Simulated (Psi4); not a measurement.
C4H4S, triplet, at a GFN2-xTB geometry (a higher spin typed on purpose: for a closed-shell molecule this is an excited state); Psi4 with B3LYP/STO-3G.

Psi4 was given this input:
```
memory 2 GB

molecule {
0 3
  C     0.35092478   -1.44730662    0.17002423
  C    -0.95647938   -1.13310453    0.21903019
  C    -1.19845781    0.28467556    0.04537170
  S     0.28246175    1.20363624   -0.18147496
  C     1.19697211   -0.29100648   -0.04441717
  H     0.77466952   -2.42903399    0.27239484
  H    -1.77115108   -1.81720929    0.36782085
  H    -2.14437716    0.78394528    0.04428006
  H     2.26371244   -0.27542949   -0.12095013
}

set basis sto-3g
set reference uks
set scf_type pk
set puream true
set d_convergence 1e-8
set dft_radial_points 99
set dft_spherical_points 590

energy('b3lyp')
print_variables()
```

Output, abridged:

```
   => Loading Basis Set <=

    Name: STO-3G
    Role: ORBITAL
    Keyword: BASIS

         ---------------------------------------------------------
                                   SCF
               by Justin Turney, Rob Parrish, Andy Simmonett
                          and Daniel G. A. Smith
                              UKS Reference
         ---------------------------------------------------------

  ==> Geometry <==

    Molecular point group: c1
    Full point group: C1

    Geometry (in Angstrom), charge = 0, multiplicity = 3:

       Center              X                  Y                   Z               Mass
    ------------   -----------------  -----------------  -----------------  -----------------
         C            0.340658601587    -1.491053237645     0.176620007601    12.000000000000
         C           -0.966745558413    -1.176851147645     0.225625967601    12.000000000000
         C           -1.208723988413     0.240928942355     0.051967477601    12.000000000000
         S            0.272195571587     1.159889622355    -0.174879182399    31.972071174400
         C            1.186705931587    -0.334753097645    -0.037821392399    12.000000000000
         H            0.764403341587    -2.472780607645     0.278990617601     1.007825032230
         H           -1.781417258413    -1.860955907645     0.374416627601     1.007825032230
         H           -2.154643338413     0.740198662355     0.050875837601     1.007825032230
         H            2.253446261587    -0.319176107645    -0.114354352399     1.007825032230

  Running in c1 symmetry.

  Rotational constants: A =      0.27564  B =      0.16408  C =      0.10285 [cm^-1]
  Rotational constants: A =   8263.49338  B =   4918.87912  C =   3083.44534 [MHz]
  Nuclear repulsion =  198.807638981915574

  Charge       = 0
  Multiplicity = 3
  Electrons    = 44
  Nalpha       = 23
  Nbeta        = 21

  ==> Algorithm <==

  SCF Algorithm Type is PK.
  DIIS enabled.
  MOM disabled.
  Fractional occupation disabled.
  Guess Type is SAD.
  Energy threshold   = 1.00e-06
  Density threshold  = 1.00e-08
  Integral threshold = 1.00e-12

  ==> Primary Basis <==

  Basis Set: STO-3G
    Blend: STO-3G
    Number of shells: 21
    Number of basis functions: 33
    Number of Cartesian functions: 33
    Spherical Harmonics?: true
    Max angular momentum: 1

  ==> DFT Potential <==

   => LibXC <=

    Version 7.1.2
[...]
      Ntotal   =   43.9999997194 ; deviation = -2.806e-07

   @Spin Contamination Metric:   5.273928328E-03
   @S^2 Expected:                2.000000000E+00
   @S^2 Observed:                2.005273928E+00
   @S   Expected:                1.000000000E+00
   @S   Observed:                1.000000000E+00

    Orbital Energies [Eh]
    ---------------------

    Alpha Occupied:

[...]
    Alpha Virtual:

[...]
      33A      0.769910

    Beta Occupied:

[...]
    Beta Virtual:

[...]
    Final Occupation by Irrep:
              A
    DOCC [    21 ]
    SOCC [     2 ]
    NA   [    23 ]
    NB   [    21 ]

  @UKS Final Energy:  -546.58379340433657

   => Energetics <=

    Nuclear Repulsion Energy =            198.8076389819155736
    One-Electron Energy =               -1147.5405268250869995
    Two-Electron Energy =                 441.6802232953234579
    DFT Exchange-Correlation Energy =     -39.5311288564886496
    Empirical Dispersion Energy =           0.0000000000000000
    VV10 Nonlocal Energy =                  0.0000000000000000
    Total Energy =                       -546.5837934043365749

  UHF NO Occupations:
  HONO-2 :   21  A 1.9990600
  HONO-1 :   22  A 1.0000000
  HONO-0 :   23  A 1.0000000
  LUNO+0 :   24  A 0.0009400
  LUNO+1 :   25  A 0.0008360
  LUNO+2 :   26  A 0.0003278
  LUNO+3 :   27  A 0.0002353

Computation Completed

Properties will be evaluated at   0.000000,   0.000000,   0.000000 [a0]

Properties computed using the SCF density matrix

 Multipole Moments:

 ------------------------------------------------------------------------------------
     Multipole            Electronic (a.u.)      Nuclear  (a.u.)        Total (a.u.)
 ------------------------------------------------------------------------------------

 L = 1.  Multiply by 2.5417464519 to convert [e a0] to [Debye]
 Dipole X            :          0.8349475           -0.8536118           -0.0186643
 Dipole Y            :          3.5578992           -3.6374417           -0.0795425
 Dipole Z            :         -0.5364327            0.5484253            0.0119926
 Magnitude           :                                                    0.0825784

 ------------------------------------------------------------------------------------

  Variable Map:
  ----------------------------------------------------------------------------
[...]
  Array Variable Map:
  ----------------------------------------------------------------------------
[...]
[...]
```
